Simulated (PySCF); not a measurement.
I3Sb, charge -1, multiplicity 2. Atoms are numbered in the order given.

```xyz
4

Sb     0.0000     0.0000    -0.5101
I      0.0000     0.0000     2.2731
I      0.0000    -2.9716    -0.8911
I      0.0000     2.9716    -0.8911
```
Charge -1, spin multiplicity 2.

Geometry: PBE0-D3(BJ)/def2-SVPD. The def2 effective core potentials stand for the cores of I, Sb; spin–orbit coupling is left out.

Computed with ωB97X/def2-SVPD (PySCF).

Mulliken values depend strongly on the basis, most of all with diffuse functions as here. ESP charges are fitted to the potential on shells at 1.4 to 2.0 van der Waals radii. Atomic charges (e):

| atom | Mulliken | ESP fit | Mulliken spin |
|---|---|---|---|
| Sb1 | 0.51 | ? | 0.88 |
| I2 | -0.33 | ? | 0.04 |
| I3 | -0.59 | ? | 0.04 |
| I4 | -0.59 | ? | 0.04 |

### Question
Fill in the missing entries. (The exact figures need the calculation; the answer reports its results.)

### Answer

- Sb1, ESP fit: 0.34
- I2, ESP fit: -0.27
- I3, ESP fit: -0.53
- I4, ESP fit: -0.53
